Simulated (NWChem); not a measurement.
InH$_{2}$F; SMILES [InH2][F]

All runs: NWChem. Coordinates come from a PBE-D3(BJ)/def2-SVP optimisation. def2 effective core potentials on In; no spin-orbit coupling. Vertical excitations in the gas phase; the lowest state need not have the same character in each row.

```
level                       lowest excitation, singlet (eV)  oscillator strength of that lowest state  lowest state with f > 0.02, singlet (eV)  oscillator strength of that bright state  lowest triplet (eV)  orbital gap (eV)
--------------------------  -------------------------------  ----------------------------------------  ----------------------------------------  ----------------------------------------  -------------------  ----------------
PBE/def2-SVP, TDA                                       [?]                                     0.000                                       [?]                                       [?]                  [?]               [?]
B3LYP/def2-SVP, TDA                                    5.10                                     0.000                                      6.07                                     0.029                 4.84              6.24
PBE0/def2-SVP, TDA                                     5.32                                     0.000                                      6.32                                     0.035                 5.02              6.78
Hartree-Fock/def2-SVP, CIS                             6.58                                     0.000                                      8.40                                     0.158                 5.96             12.49
```

**Question.** What belongs in the gaps?

**Answer.** 
- PBE/def2-SVP, TDA, lowest excitation, singlet (eV): 4.56
- PBE/def2-SVP, TDA, lowest state with f > 0.02, singlet (eV): 5.61
- PBE/def2-SVP, TDA, oscillator strength of that bright state: 0.022
- PBE/def2-SVP, TDA, lowest triplet (eV): 4.36
- PBE/def2-SVP, TDA, orbital gap (eV): 4.48
